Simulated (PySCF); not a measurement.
## Worked example: refractive index and permittivity of the vapour

CsCl, SMILES [Cl][Cs].

Geometry optimised at B3LYP-D3(BJ)/def2-TZVPD. The def2 effective core potentials stand for the cores of Cs; spin–orbit coupling is left out.

PySCF with CAM-B3LYP/def2-TZVPD gives a mean static polarisability of 47.5 bohr³ and a dipole moment of 10.80 D. Take an ideal gas at 298.15 K and 0.1 bar, whether or not the substance is that volatile.

Task: Work out n − 1 in the optical limit and the static ε − 1.

Result: 
Polarisability volume α' = 47.5 × 0.148185 = 7.04 Å³. Number density N = p/kT = 2.43e-6 Å⁻³.
Dilute limit of Lorentz–Lorenz: n − 1 = 2π N α' = 0.00011.
Orientation term of Debye: μ²/(3kT) = 8.098 Å³ × μ²(D²) = 944.53 Å³.
ε − 1 = 4π N (α' + μ²/3kT) = 0.029. Orientation of the dipole supplies 99 % of the static response; it can't follow optical fields. Vibrational polarisation and dispersion are left out.
